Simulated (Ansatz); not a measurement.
Isolated molecules relaxed with PBE0-D4/def2-TZVP in Ansatz; ΔE leaves out vibrations. CCSD(T)/CBS adds triple-zeta CCSD(T) − MP2 to the extrapolated MP2 energy (def2 sets, frozen cores). This one scheme is used for every species. Functionals use def2-TZVPP. B3LYP here is the variant with VWN-RPA as its local correlation; programs differ in this. One conformer a species, not always the lowest.

Reaction (ligand exchange at the Si–S bond): `F[SiH2]S[SiH2]Cl` + `[SiH3]P` → `F[SiH2]P[SiH3]` + `S[SiH2]Cl`

`F[SiH2]S[SiH2]Cl`:

Z-matrix (Å, degrees):
```
Si
S 1 2.123
F 1 1.596 2 110.7
H 1 1.477 2 107.2 3 117.5
H 1 1.479 2 110.5 3 -118.7
Si 2 2.128 1 97.6 3 84.9
Cl 6 2.050 2 111.7 1 83.0
H 6 1.479 2 110.4 1 -36.4
H 6 1.477 2 106.9 1 -158.8
```

`[SiH3]P`:

Cartesian coordinates in Å:
```
Si -0.151 -0.458 0.662
P -0.298 0.412 -1.414
H 0.088 -1.919 0.531
H -1.454 -0.242 1.344
H 0.931 0.136 1.489
H 1.099 0.317 -1.654
H -0.216 1.755 -0.958
```

`F[SiH2]P[SiH3]`:

Cartesian coordinates in Å:
```
F -1.212 2.351 0.013
Si -0.883 1.071 0.918
P -1.115 -0.750 -0.365
Si 1.027 -0.827 -1.063
H 0.484 1.272 1.463
H -1.871 1.012 2.024
H -0.911 -1.616 0.746
H 2.005 -0.775 0.054
H 1.241 0.341 -1.955
H 1.234 -2.079 -1.835
```

`S[SiH2]Cl`:

Z-matrix (Å, degrees):
```
Si
Cl 1 2.054
S 1 2.120 2 112.9
H 1 1.478 2 108.5 3 -116.6
H 1 1.479 2 106.5 3 122.3
H 3 1.344 1 94.3 2 70.4
```

```json
{"level": "PBE-D4", "ΔE (kcal/mol)": "9.5", "difference from CCSD(T)/CBS": "-1.2"}
{"level": "r2SCAN-D4", "ΔE (kcal/mol)": "10.5", "difference from CCSD(T)/CBS": "-0.2"}
{"level": "ωB97M-V", "ΔE (kcal/mol)": "11.1", "difference from CCSD(T)/CBS": "0.4"}
{"level": "PBE", "ΔE (kcal/mol)": "9.2", "difference from CCSD(T)/CBS": "-1.5"}
{"level": "r2SCAN", "ΔE (kcal/mol)": "10.4", "difference from CCSD(T)/CBS": "-0.3"}
{"level": "B3LYP", "ΔE (kcal/mol)": "10.3", "difference from CCSD(T)/CBS": "-0.4"}
{"level": "HF/def2-TZVPP", "ΔE (kcal/mol)": "11.6", "difference from CCSD(T)/CBS": "0.9"}
{"level": "CCSD/def2-TZVPP", "ΔE (kcal/mol)": "10.6", "difference from CCSD(T)/CBS": "-0.1"}
{"level": "CCSD(T)/def2-TZVPP", "ΔE (kcal/mol)": "10.6", "difference from CCSD(T)/CBS": "-0.1"}
{"level": "SCS-MP2/def2-QZVPP", "ΔE (kcal/mol)": "11.3", "difference from CCSD(T)/CBS": "0.6"}
{"level": "CCSD(T)/CBS", "ΔE (kcal/mol)": "10.7", "difference from CCSD(T)/CBS": "0"}
```

Largest T1 diagnostic among the species: 0.013.
